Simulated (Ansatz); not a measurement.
Calculated with Ansatz (gas phase, PBE0-D4/def2-TZVP geometries, no zero-point term in ΔE). CCSD(T)/CBS is the MP2 limit (def2-TZVPP, def2-QZVPP) plus CCSD(T) − MP2 in def2-TZVPP, frozen cores. DFT in def2-TZVPP. B3LYP here is the variant with VWN-RPA as its local correlation; programs differ in this. One conformer a species, not always the lowest.

`O[SiH2]C#C[SiH3]` + `O[Si](F)(F)F` → `O[SiH2][Si](O)(F)F` + `FC#C[SiH3]`  (redistribution)

```csv
level,ΔE (eV),difference from CCSD(T)/CBS
PBE-D4,3.06,-0.58
r2SCAN-D4,3.45,-0.19
PBE0-D4,3.24,-0.40
B3LYP-D4,3.37,-0.27
PBE,3.07,-0.57
r2SCAN,3.45,-0.19
B3LYP,3.39,-0.25
HF/def2-TZVPP,3.78,0.14
MP2/def2-TZVPP,3.77,0.13
CCSD/def2-TZVPP,3.64,0.00
CCSD(T)/def2-TZVPP,3.61,-0.03
HF/def2-QZVPP,3.81,0.17
MP2/def2-QZVPP,3.80,0.16
SCS-MP2/def2-QZVPP,3.76,0.12
HF/CBS(def2),3.82,0.18
MP2/CBS(def2),3.80,0.16
CCSD(T)/CBS,3.64,0
```

Largest T1 diagnostic among the species: 0.013.

From PBE to PBE0 (25 % exact exchange), in def2-TZVPP and without D4, ΔE moves by +0.19 eV.
